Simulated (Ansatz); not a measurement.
`C[N](C)[Hf]([F])([Cl])[Cl]` + H₂S → `C[N](C)[Hf]([F])([SH])[Cl]` + HCl at 500 K and 1 bar (ligand exchange at the Hf–Cl bond).

Isolated molecules relaxed with PBE0-D4/def2-TZVP in Ansatz; ΔE leaves out vibrations. CCSD(T)/CBS adds triple-zeta CCSD(T) − MP2 to the extrapolated MP2 energy (def2 sets, frozen cores). This one scheme is used for every species. Elements past krypton have def2 core potentials. For Hf outer-core shells are correlated without core-valence functions, which leaves a few kJ/mol of doubt a bond. Each species was taken in one conformer, which may not be the lowest.

```
                     species  CCSD(T)/CBS energy (Eh)  H − E (kJ/mol)  S (J/(mol·K))
`C[N](C)[Hf]([F])([Cl])[Cl]`              -1201.94185           290.9          540.9
                         H₂S               -398.97279            57.0          224.0
`C[N](C)[Hf]([F])([SH])[Cl]`              -1140.50696           316.0          564.6
                         HCl               -460.38127            32.5          201.9
```

H − E and S are ideal-gas, rigid-rotor, harmonic terms from PBE0-D4/def2-TZVP, for one conformer and one mirror image of each species. 1 Eh = 2625.50 kJ/mol, R = 8.31446 J/(mol·K).

**Question.** By hand: ΔE, ΔH, ΔS and ΔG.

**Answer.** ΔE = (-1140.50696) + (-460.38127) − (-1201.94185) − (-398.97279) = 0.02641 Eh = 69.3 kJ/mol. Δ(H − E) = 316.0 + 32.5 − 290.9 − 57.0 = 0.6, so ΔH = 69.9 kJ/mol. ΔS = 564.6 + 201.9 − 540.9 − 224.0 = 1.6 J/(mol·K). ΔG = 69.9 − 500 × (1.6)/1000 = 69.1 kJ/mol.

**Question.** By hand: the equilibrium constant, and the temperature at which ΔG would vanish if ΔH and ΔS stayed fixed.

**Answer.** log₁₀ K = −ΔG/(RT ln 10) = -7.2. ΔG = 0 at ΔH/ΔS = 43688 K, far beyond where these terms or the molecules hold.

The number of gas molecules stays the same, so ΔS is small and ΔH decides. A doubt of 5 kJ/mol in ΔE shifts log₁₀ K by 0.5 here. Other conformers and mirror images would add mixing entropy, several J/(mol·K) or more a flexible species. Modes under 60 cm⁻¹, often nearly free rotors, make the harmonic entropy too high. These are equilibria of isolated gas molecules and say nothing of rates. Largest T1 diagnostic: 0.015 (customary marks: 0.02 for closed shells, 0.045 for open ones).
